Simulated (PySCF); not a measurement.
Computed IR spectrum (relative IR intensity) of a molecule C3H3ClF2. Coordinates come from a PBE-D3(BJ)/def2-SVP optimisation. The values are those of a single conformer. Computed with PBE-D3(BJ)/def2-SVP (PySCF). Frequencies are harmonic and unscaled.

Lines under 2 % of the strongest are left out, and lines within 2 cm⁻¹ are merged.

```
ν (cm⁻¹)  relative intensity
--------  ------------------
517                      7.5
662                       27
776                      4.6
838                       15
921                       41
972                      2.8
1026                      23
1061                      17
1113                     100
1165                      22
1274                      39
1324                     5.3
1431                      55
3089                     4.8
```

Question: Which molecule gave these data?
A) C=C(Cl)C(F)F
B) C/C(F)=C(\F)Cl
C) FC(F)/C=C/Cl
D) F[C@@H]1C[C@@]1(F)Cl

Answer: D, F[C@@H]1C[C@@]1(F)Cl
